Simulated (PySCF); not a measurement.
## Predicted spectroscopic data

Computational details: coordinates at the GFN2-xTB level, PBE0/pcSseg-1 with gauge-including orbitals, in PySCF (single conformer, non-relativistic, one averaged value for each set of equivalent atoms, isolated molecule).

Shifts are taken against calculated references (same method and geometry level): $^{1}$H, $^{13}$C against TMS. Splittings of carbon signals by F and P are missing where no couplings were computed. Where no couplings were computed, multiplicities follow the n + 1 count of equivalent neighbours, and m marks all less simple cases (inequivalent or close neighbours, rings, F or P nearby). Shifts are as computed. Against solution values, carbons near 30 ppm lie about +3 ppm off and those near 130 ppm about +5 ppm; carbons on Cl a further +6 ppm (rms about the fit 2.1 ppm; single classes can miss by 10 ppm). Of 1328 compounds with measured shifts, 309 miss one by over three times the rms of a fit or turn the order of signals round; such compounds aren't used in these exercises. Signals without a measured value on file couldn't be tested in this way; 1H shifts scatter by 0.2 ppm about their fit, and single ones miss by 0.5 ppm. Carbons bonded to Cl come out too deshielded. OH and NH positions are gas-phase values without hydrogen bonding to other molecules.

Compound 1 (C$_{5}$H$_{9}$ClO). $^{1}$H NMR (600 MHz, computed): δ 5.94 (q, 1H), 4.40 (s, 2H), 4.32 (s, 2H), 1.96 (d, 3H), 0.01 (br s, 1H). $^{13}$C{$^{1}$H} NMR (computed): δ 147.1, 138.1, 71.9, 43.2, 17.2. Structure: SMILES C/C=C(/CO)CCl.

Compound 2 (C$_{5}$H$_{9}$ClO). $^{1}$H NMR (600 MHz, computed): δ 6.19 (s, 1H), 4.36 (s, 2H), 3.35 (s, 3H), 1.89 (s, 3H). $^{13}$C{$^{1}$H} NMR (computed): δ 144.3 (C), 128.3 (CH), 72.3 (CH2), 57.9 (CH3), 21.0 (CH3). Structure: SMILES COC/C(C)=C\Cl.

Compound 3 (C$_{6}$H$_{11}$N). $^{1}$H NMR (600 MHz, computed): δ 2.22 (m, 1H), 2.18 (m, 1H), 2.06 (m, 1H), 1.99 (m, 1H), 1.97 (m, 1H), 1.92 (m, 1H), 1.60 (m, 1H), 1.42 (m, 1H), 1.29 (m, 1H), 1.22 (m, 1H), -0.65 (br s, 1H). $^{13}$C{$^{1}$H} NMR (computed): δ 42.6, 38.0, 26.9, 25.5, 24.1, 17.3. Structure: `InChI=1S/C6H11N/c1-2-5(3-1)6-4-7-6/h5-7H,1-4H2/t6-/m0/s1`.

Compound 4 (C$_{3}$H$_{5}$FO$_{2}$). $^{1}$H NMR (600 MHz, computed): δ 3.83 (s, 3H), 3.00 (m, 1H), 2.79 (m, 1H). $^{13}$C{$^{1}$H} NMR (computed): δ 108.0 (C), 54.5 (CH3), 53.3 (CH2). Structure: SMILES [C@@]1(OC)(F)CO1.

Compound 5 (C$_{6}$H$_{11}$N). $^{1}$H NMR (600 MHz, computed): δ 6.27 (m, 1H), 6.00 (m, 1H), 5.45 (m, 1H), 5.39 (m, 1H), 3.92 (m, 1H), 3.72 (m, 1H), 3.62 (d, 2H), 2.54 (s, 3H). $^{13}$C{$^{1}$H} NMR (computed): δ 147.8 (CH), 145.6 (CH), 123.3 (CH2), 84.7 (CH2), 65.4 (CH2), 35.6 (CH3). Structure: `C=CCN(C)C=C`.
